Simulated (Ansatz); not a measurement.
Cartesian coordinates in Å:
```
C 0.5526 1.9343 -1.0135
C 0.2544 0.8916 -0.4661
Hf -0.2729 -0.9550 0.5007
Cl -1.1552 -2.3816 -1.1044
Cl 1.6526 -1.8542 1.4356
Cl -1.8463 -0.4858 2.1422
H 0.8148 2.8506 -1.4945
```

Total charge 0; spin multiplicity 1. Hf takes the def2 core potential.

Problem. List the PBE/def2-TZVPP orbital energies in eV (Ansatz 0.2.0). (An estimate is asked.)

Solution. The calculation gave: Occupied: -2739.27, -2739.27, -2739.27, -269.73, -269.01, -249.85, -249.85, -249.85, -190.46, -190.46, -190.46, -190.42, -190.42, -190.42, -190.42, -190.42, -190.42, -65.34, -35.07, -35.07, -34.92, -20.49, -20.24, -20.24, -18.77, -13.76, -10.15, -9.44, -9.44, -9.44, -8.95, -8.95, -8.63, -8.46, -8.46, -8.16, -7.56, -7.56. Lowest empty: -3.16, -3.16, -2.13, -2.13, -1.64, -0.61, 0.56, 0.56.
